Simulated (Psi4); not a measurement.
AlCl (SMILES [Al][Cl]), singlet, geometry from GFN2-xTB (such geometries of metal compounds can be far from the true shape); BLYP/def2-SVP (Psi4 1.11).

Here is a job for Psi4.
```
memory 2 GB

molecule {
0 1
  Al   -0.00000000   -0.00000000   -1.15413952
  Cl    0.00000000    0.00000000    0.88257728
}

set basis def2-svp
set scf_type pk
set puream true
set d_convergence 1e-8
set dft_radial_points 99
set dft_spherical_points 590

energy('blyp')
print_variables()
```

Output, abridged:

```
   => Loading Basis Set <=

    Name: DEF2-SVP
    Role: ORBITAL
    Keyword: BASIS

         ---------------------------------------------------------
                                   SCF
               by Justin Turney, Rob Parrish, Andy Simmonett
                          and Daniel G. A. Smith
                              RKS Reference
         ---------------------------------------------------------

  ==> Geometry <==

    Molecular point group: c2v
    Full point group: C_inf_v

    Geometry (in Angstrom), charge = 0, multiplicity = 1:

       Center              X                  Y                   Z               Mass
    ------------   -----------------  -----------------  -----------------  -----------------
         AL           0.000000000000     0.000000000000    -1.149656173928    26.981538530000
         CL           0.000000000000     0.000000000000     0.887060626072    34.968852682000

  Running in c2v symmetry.

  Rotational constants: A = ************  B =      0.26683  C =      0.26683 [cm^-1]
  Rotational constants: A = ************  B =   7999.29784  C =   7999.29784 [MHz]
  Nuclear repulsion =   57.419943488495797

  Charge       = 0
  Multiplicity = 1
  Electrons    = 30
  Nalpha       = 15
  Nbeta        = 15

  ==> Algorithm <==

  SCF Algorithm Type is PK.
  DIIS enabled.
  MOM disabled.
  Fractional occupation disabled.
  Guess Type is SAD.
  Energy threshold   = 1.00e-06
  Density threshold  = 1.00e-08
  Integral threshold = 1.00e-12

  ==> Primary Basis <==

  Basis Set: DEF2-SVP
    Blend: DEF2-SVP
    Number of shells: 16
    Number of basis functions: 36
    Number of Cartesian functions: 38
    Spherical Harmonics?: true
    Max angular momentum: 2

  ==> DFT Potential <==

   => LibXC <=

    Version 7.1.2
    S. Lehtola, C. Steigemann, M. J. T. Oliveira, and M. A. L. Marques,  SoftwareX 7, 1–5 (2018) (10.1016/j.softx.2017.11.002)

   => Composite Functional: BLYP <=

    BLYP GGA Exchange-Correlation Functional

    P.J. Stephens et. al., J. Phys. Chem., 98, 11623-11627, 1994
    B. Miehlich et. al., Chem. Phys. Lett., 157(3), 200-206 1989

    Deriv               =              1
    GGA                 =           TRUE
    Meta                =          FALSE

    Exchange Hybrid     =          FALSE
    MP2 Hybrid          =          FALSE

   => Exchange Functionals <=

    1.0000     XC_GGA_X_B88

   => Correlation Functionals <=

    1.0000     XC_GGA_C_LYP

   => LibXC Density Thresholds  <==

    XC_GGA_C_LYP:  1.00E-14
    XC_GGA_X_B88:  1.00E-15

   => Molecular Quadrature <=

    Radial Scheme          =       TREUTLER
    Pruning Scheme         =           NONE
    Nuclear Scheme         =       TREUTLER

    Blocking Scheme        =         OCTREE
    BS radius alpha        =              1
    Pruning alpha          =              1
    Radial Points          =             99
    Spherical Points       =            590
    Total Points           =         109259
    Total Blocks           =            946
    Max Points             =            256
    Max Functions          =             35
    Weights Tolerance      =       1.00E-15

  ==> Integral Setup <==

  Using in-core PK algorithm.
   Calculation information:
      Number of atoms:                   2
      Number of AO shells:              16
      Number of primitives:             36
      Number of atomic orbitals:        38
      Number of basis functions:        36

      Integral cutoff                 1.00e-12
      Number of threads:                 1

  Performing in-core PK
  Using 444222 doubles for integral storage.
  We computed 8898 shell quartets total.
  Whereas there are 9316 unique shell quartets.

  ==> DiskJK: Disk-Based J/K Matrices <==

    J tasked:                  Yes
    K tasked:                   No
    wK tasked:                  No
    Schwarz Cutoff:          1E-12

  Minimum eigenvalue in the overlap matrix is 3.5006038719E-02.
  Reciprocal condition number of the overlap matrix is 1.1172828767E-02.
    Using symmetric orthogonalization.

  ==> Pre-Iterations <==

  SCF Guess: Superposition of Atomic Densities via on-the-fly atomic UHF (no occupation information).

   -------------------------
    Irrep   Nso     Nmo
   -------------------------
     A1        18      18
     A2         2       2
     B1         8       8
     B2         8       8
   -------------------------
    Total      36      36
   -------------------------

  ==> Iterations <==

                        Total Energy        Delta E     RMS |[F,P]|

   @RKS iter SAD:  -702.22884073761270   -7.02229e+02   0.00000e+00
   @RKS iter   1:  -702.41021100823536   -1.81370e-01   1.32518e-02 ADIIS/DIIS
   @RKS iter   2:  -702.39178660439848    1.84244e-02   1.55453e-02 ADIIS/DIIS
   @RKS iter   3:  -702.45087901765862   -5.90924e-02   3.48349e-03 ADIIS/DIIS
   @RKS iter   4:  -702.45532921125391   -4.45019e-03   5.58216e-04 ADIIS/DIIS
   @RKS iter   5:  -702.45540951980877   -8.03086e-05   1.05437e-04 ADIIS/DIIS
   @RKS iter   6:  -702.45541429886453   -4.77906e-06   8.51006e-06 DIIS
   @RKS iter   7:  -702.45541432477262   -2.59081e-08   3.53702e-07 DIIS
   @RKS iter   8:  -702.45541432483947   -6.68479e-11   1.07440e-07 DIIS
   @RKS iter   9:  -702.45541432484492   -5.45697e-12   3.51450e-09 DIIS
  Energy and wave function converged.

  ==> Post-Iterations <==

   Electrons on quadrature grid:
      Ntotal   =   29.9999994172 ; deviation = -5.828e-07

    Orbital Energies [Eh]
    ---------------------

    Doubly Occupied:

[...]
    Virtual:

[...]
    Final Occupation by Irrep:
             A1    A2    B1    B2
    DOCC [     9,    0,    3,    3 ]
    NA   [     9,    0,    3,    3 ]
    NB   [     9,    0,    3,    3 ]

  @RKS Final Energy:  -702.45541432484492

   => Energetics <=

    Nuclear Repulsion Energy =             57.4199434884957967
    One-Electron Energy =               -1086.8153109367585785
    Two-Electron Energy =                 373.8328212351000275
    DFT Exchange-Correlation Energy =     -46.8928681116821977
    Empirical Dispersion Energy =           0.0000000000000000
    VV10 Nonlocal Energy =                  0.0000000000000000
    Total Energy =                       -702.4554143248449236

Computation Completed

Properties will be evaluated at   0.000000,   0.000000,   0.000000 [a0]

Properties computed using the SCF density matrix

 Multipole Moments:

 ------------------------------------------------------------------------------------
     Multipole            Electronic (a.u.)      Nuclear  (a.u.)        Total (a.u.)
 ------------------------------------------------------------------------------------

 L = 1.  Multiply by 2.5417464519 to convert [e a0] to [Debye]
 Dipole X            :          0.0000000            0.0000000            0.0000000
 Dipole Y            :          0.0000000            0.0000000            0.0000000
 Dipole Z            :         -0.4217978            0.2541689           -0.1676289
 Magnitude           :                                                    0.1676289

 ------------------------------------------------------------------------------------

  Variable Map:
  ----------------------------------------------------------------------------
[...]
  Array Variable Map:
  ----------------------------------------------------------------------------
[...]
[...]
```
